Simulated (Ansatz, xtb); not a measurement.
**Relaxing a trial structure of ClFHSiTe**

The starting geometry of this gas-phase doublet has its atoms placed at random.

| atom | x (Å) | y (Å) | z (Å) |
| --- | --- | --- | --- |
| Cl | 1.3228 | 1.1464 | -0.3948 |
| F | 0.1360 | -0.5807 | -0.8838 |
| Si | -1.3485 | 0.6530 | 1.3998 |
| Te | 0.7467 | -1.0421 | 1.2106 |
| H | -0.6031 | 1.2652 | 0.0445 |

Question: Guess where an optimisation with r2SCAN-D4/def2-SVP ends from this start.

Answer: It ends as a structure given below by its coordinates. Contacts that close: Cl1–Te4 (2.77 → 2.43 Å), F2–Te4 (2.23 → 1.96 Å).

The energy falls by 2.91 eV over 13 steps:

```tsv
step	E − E(last) (eV)
1	2.915
2	2.029
4	1.056
5	0.526
6	0.170
8	0.031
9	0.015
10	0.008
12	0.000
13	0.000
```

Final geometry (Å):

```yaml
atoms:
  - { symbol: Cl, position_ang: [2.1143, 1.1482, -0.2708] }
  - { symbol: F, position_ang: [0.2022, -1.1710, -0.9833] }
  - { symbol: Si, position_ang: [-1.2623, 0.7706, 1.6365] }
  - { symbol: Te, position_ang: [0.7125, -0.5270, 0.7958] }
  - { symbol: H, position_ang: [-1.5129, 1.2210, 0.1982] }
```

From the same start GFN2-xTB ends elsewhere, at `F[SiH][Te]Cl`.

From so rough a start the end depends on the optimiser's path, so another program may land elsewhere. No frequencies were run, so the end isn't proven a minimum. Open shells are spin-unrestricted. Atoms past krypton carry core potentials, without spin–orbit terms. Run with Ansatz 0.2.0, 4.8 min on 1 thread of Arm Neoverse V2, on a shared host.
